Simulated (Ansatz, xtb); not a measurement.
**C4H6Br2: which of two isomers lies lower**

We compare a, `Br[C@@H]1CC[C@H]1Br`, a singlet, with b, `Br[C@H]1C[C@@H](Br)C1`, a singlet. Both are isolated molecules in the gas phase, relaxed with PBE0-D3(BJ)/def2-SVP.

Quicker runs give these differences E(b) − E(a): GFN2-xTB +0.32 kcal/mol; HF/STO-3G −0.12 kcal/mol (at GFN2-xTB geometries); r2SCAN-D4/def2-SVP −0.20 kcal/mol (at GFN2-xTB geometries).

Estimate which is lower in electronic energy at CCSD(T)/def2-SVP + ΔMP2/def2-TZVPP, and by roughly how much.

CCSD(T)/def2-SVP + ΔMP2/def2-TZVPP gives E(b) − E(a) = +0.54 kcal/mol, slightly favouring structure a, which is too small a margin to settle the true order.

Level by level:

```
                             level              geometry  E(b) − E(a) (kcal/mol)  departure from the last row (kcal/mol)  job, with rough time for the two
                          GFN2-xTB              GFN2-xTB                     +0.32                                   −0.22              optimisation, 0.28 s
                         HF/STO-3G              GFN2-xTB                     −0.12                                   −0.66              single point, 0.76 s
                r2SCAN-D4/def2-SVP              GFN2-xTB                     −0.20                                   −0.74               single point, 7.2 s
              PBE0-D3(BJ)/def2-SVP  PBE0-D3(BJ)/def2-SVP                     +0.39                                   −0.15                optimisation, 76 s
                       HF/def2-SVP  PBE0-D3(BJ)/def2-SVP                     −0.05                                   −0.59           part of the CCSD(T) run
                      MP2/def2-SVP  PBE0-D3(BJ)/def2-SVP                     +0.70                                   +0.16           part of the CCSD(T) run
                  CCSD(T)/def2-SVP  PBE0-D3(BJ)/def2-SVP                     +0.48                                   −0.06                      single point
CCSD(T)/def2-SVP + ΔMP2/def2-TZVPP  PBE0-D3(BJ)/def2-SVP                     +0.54                                                     single point, 2.8 min
```

As drawn, both hold the same kinds of bond in the same numbers.

The largest departure from CCSD(T)/def2-SVP + ΔMP2/def2-TZVPP is that of r2SCAN-D4/def2-SVP, 0.74 kcal/mol. The last row adds to CCSD(T) the change of the MP2 difference between the two basis sets, here +0.06 kcal/mol.

With thermal terms from frequencies at re-optimised GFN2-xTB minima (ideal gas, soft modes damped towards free rotors, one conformer each, 298.15 K, 1 atm): on the last row, ΔE + ΔZPE = +0.56, ΔH = +0.49, ΔG = +0.78 kcal/mol.

The correlated steps freeze 22 core orbitals; the filled d shell of Br is correlated, in a basis made for valence electrons. Programs: Ansatz 0.2.0, xtb 6.7.1; the last row on 2 threads of Arm Neoverse V2 on a shared host.
